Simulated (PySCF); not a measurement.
2-chloropent-1-en-4-yne (C5H5Cl), SMILES C#CCC(=C)Cl. Heavy atoms are numbered as in [CH:1]#[C:2][CH2:3][C:4](=[CH2:5])[Cl:6]. Hydrogens are named by the atom that carries them.

Geometry: B3LYP-D3(BJ)/def2-SVP. One conformer was computed; it need not be the lowest.

Calculation: PBE0/pcSseg-1 (PySCF).

GIAO shieldings, no solvent; atoms alike by connectivity are averaged. δ = σ(ref) − σ: ¹³C against TMS (σ = 186.3 ppm); ³⁵Cl against HCl (σ = 945.9 ppm); ¹H against TMS (σ = 31.56 ppm), references at their B3LYP-D3(BJ)/def2-TZVP geometries, non-relativistic (without spin–orbit terms, shifts of atoms bonded to Cl or Br come out too high).

```tsv
atoms	nucleus	count	δ (ppm)
C4	¹³C	1	156.3
C5 (CH2)	¹³C	1	?
C2	¹³C	1	?
C1 (CH)	¹³C	1	79.7
C3 (CH2)	¹³C	1	?
Cl6	³⁵Cl	1	?
H on C5	¹H	2	5.75
H on C3	¹H	2	3.34
H on C1	¹H	1	2.27
```

Task: Some entries are withheld; supply them. (The exact figures need the calculation; the answer reports its results.)

Result: 
- C3 (CH2), δ (ppm): 35.0
- Cl6, δ (ppm): 264.4
- C5 (CH2), δ (ppm): 123.7
- C2, δ (ppm): 83.5
